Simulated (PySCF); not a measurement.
Phosphorus: a sound run and one with changed settings

Sound run: P(2+) [Ne] 3s2 3p1, P(3+) [Ne] 3s2. Calculation: PySCF 2.14, in x2c-SVPall; scalar relativity by spin-free X2C-1e. In the sound run the correlated levels freeze [Ne]. The sound run starts from symmetry-adapted Hartree-Fock orbitals and uses a fine grid where one is needed.

Changed run: no relativity, point nucleus. This setting is unsound on purpose.

```csv
species,method,sound run (hartree),changed run (hartree),converged
P(2+),UHF,-340.33331,-339.43567,yes
P(2+),LDA,-339.55815,-338.66138,yes
P(2+),TPSS,-340.86736,-339.97021,yes
P(2+),MP2,-340.37261,-339.47499,yes
P(2+),CCSD(T),-340.39270,-339.49518,yes
P(3+),UHF,-339.24906,-338.35197,yes
P(3+),LDA,-338.44979,-337.55351,yes
P(3+),TPSS,-339.75258,-338.85598,yes
P(3+),MP2,-339.28164,-338.38458,yes
P(3+),CCSD(T),-339.29704,-338.40011,yes
```

Ionisation energy of P(2+):

```
 method  sound run (eV)  changed run (eV)
    UHF          29.504            29.489
    LDA          30.160            30.147
   TPSS          30.335            30.320
    MP2          29.687            29.671
SCS-MP2          29.668            29.653
   CCSD          29.797            29.781
CCSD(T)          29.814            29.798
```

Most of the change in total energy is the relativistic energy itself. On top of that the contraction fixes the core shape for the Hamiltonian it was made with, so the changed run is not a good calculation with the other Hamiltonian either.

For comparison, NIST gives 30.203 eV between the lowest levels.
